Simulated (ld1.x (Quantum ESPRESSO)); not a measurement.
Before and after: RRKJ potential for titanium

- Element: titanium
- Generator: ld1.x (Quantum ESPRESSO) 7.5
- Type: norm-conserving RRKJ (Kleinman–Bylander form)
- Functional: BP86
- Relativity: scalar-relativistic
- Frozen core: [Ne]
- Valence charge: 12
- Reference configuration: 3s2 3p6 3d2 4s0 4p0 (charge +2)
- Partial waves: 3p (bound): rc 1.30 bohr; 3d (bound): rc 2.55 bohr; 3s (bound): rc 1.65 bohr
- Local potential: the s channel
- Core correction: a·sin(br)/r model core inside 0.90 bohr

Change: wave 3p (bound): rc 1.30 bohr becomes 3p (bound): rc 1.84 bohr.

Cutoffs: the cutoffs (Ry, on a coarse ladder) from which the occupation-weighted sum of valence levels, in a spherical-Bessel basis at the reference potential, stays within 10 and 1 mRy of its value at 400 Ry; they do not see the model core or the augmentation charge, which bear on the density cutoff. Errors are all-electron minus pseudo energies relative to the spin-unpolarised reference configuration.

Question: Predict the effect on cutoff, ghosts and configuration errors.

Answer: The potential gets softer (70 Ry and 90 Ry → 35 Ry and 60 Ry); of the 7 tests that both files solve, the error grows in 0 and shrinks in 2 by more than 15 % and 0.3 meV (median size 888.8 → 888.6 meV); neither file shows a bound ghost. A larger radius leaves more room for a smooth pseudo-wave, so fewer plane waves are needed.

```csv
quantity,base,changed
"cutoff, loose",70 Ry,35 Ry
"cutoff, tight",90 Ry,60 Ry
loose cutoff by channel (10 mRy a level),"p 35 Ry, d 25 Ry, s 30 Ry","p 30 Ry, d 25 Ry, s 30 Ry"
bound ghosts,none,none
"error for 3s2 3p6 3d2 4s2 4p0, meV [ΔE -21.18 eV]",+1332,+1332
"error for 3s2 3p6 3d2 4s1 4p0, meV [ΔE -13.66 eV]",+889,+889
"error for 3s2 3p6 3d1 4s0 4p0, meV [ΔE 26.97 eV]",+467,+463
"error for 3s2 3p6 3d2 4s0 4p1, meV [ΔE -9.86 eV]",+182,+147
"error for 3s2 3p6 3d2 4s1.5 4p0, meV [ΔE -18.17 eV]",+1152,+1151
"error for 3s1 3p6 3d2 4s2 4p0, meV [ΔE 48.55 eV]",+2442,+2430
"error for 3s2 3p6 3d2 4s0 4p2, meV [ΔE -14.82 eV]",+245,+198
s: phases at 2.76 bohr within 0.05 rad from the reference energy up to (Ry; the scan ends near 5),n/a,n/a
p: phases at 2.76 bohr within 0.05 rad from the reference energy up to (Ry; the scan ends near 5),-1.3,-1.2
d: phases at 2.76 bohr within 0.05 rad from the reference energy up to (Ry; the scan ends near 5),-0.4,-0.4
```
